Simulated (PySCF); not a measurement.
Radial density of Mn²⁺ (manganese, charge +2)

UHF, [Ar] 3d4 4p1, one real determinant (an excited configuration). Calculation: PySCF 2.14, in aug-cc-pVQZ (9s8p6d4f3g2h, 140 functions); the non-relativistic Hamiltonian (point nucleus).

```
r (bohr)  4πr²ρ (e/bohr)  4πr²(ρα − ρβ)
 0.00104          0.1356         0.0000
 0.00175          0.3703         0.0000
 0.00294          0.9870         0.0000
 0.00494           2.527        -0.0001
 0.00830           6.044        -0.0003
  0.0140           12.90        -0.0005
  0.0235           22.79        -0.0004
  0.0395           29.72         0.0020
  0.0665           26.15         0.0130
   0.112           24.09         0.0531
   0.188           33.03         0.2409
   0.316           20.50         1.1456
   0.532           12.07         3.2303
   0.895           13.18         3.6171
    1.51           3.192         1.4567
    2.53          0.5883         0.5588
    4.26          0.1437         0.1437
    7.16        0.002388         0.0024
```

⟨L²⟩ = 8.02 against 12 for a pure F term, so this real determinant mixes terms.
